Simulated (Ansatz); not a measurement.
`OC(Cl)Br` and `Cl[CH]([GeH3])Br` differ in one atom or group.

Ansatz, PBE0-D4/def2-TZVP geometries, multiplicity 1. Each molecule was computed in one conformer, which needn't be the lowest.

Scalar relativity is left out up to krypton.

```csv
property,`OC(Cl)Br`
HOMO energy (PBE/def2-TZVPP) / eV,-6.88
size of the dipole moment (PBE/def2-TZVPP) / D,0.96
HOMO–LUMO gap (B3LYP/def2-TZVPP) / eV,6.81
LUMO energy (ωB97M-V/def2-TZVPP) / eV,1.24
zero-point energy (PBE0-D4/def2-TZVP) / kJ/mol,88.2
HOMO energy (ωB97M-V/def2-TZVPP) / eV,-10.50
```

(1) Give the same properties after the change, and the shifts. (Best estimate.)

Answers

(1) Computed: 
| property | `Cl[CH]([GeH3])Br` | shift |
| --- | --- | --- |
| HOMO energy (PBE/def2-TZVPP) / eV | -6.64 | 0.24 |
| size of the dipole moment (PBE/def2-TZVPP) / D | 1.52 | 0.56 |
| HOMO–LUMO gap (B3LYP/def2-TZVPP) / eV | 6.55 | -0.26 |
| LUMO energy (ωB97M-V/def2-TZVPP) / eV | 1.18 | -0.06 |
| zero-point energy (PBE0-D4/def2-TZVP) / kJ/mol | 109.8 | 21.6 |
| HOMO energy (ωB97M-V/def2-TZVPP) / eV | -10.09 | 0.41 |

The zero-point energy changes by 21.6 kJ/mol with +6 modes. Dipoles are sizes alone; their direction can turn.

B3LYP here is the variant with VWN-RPA as its local correlation; programs differ in this.

Spin–orbit coupling is left out; it splits and shifts lone-pair levels of the heavy atoms by tenths of an eV.
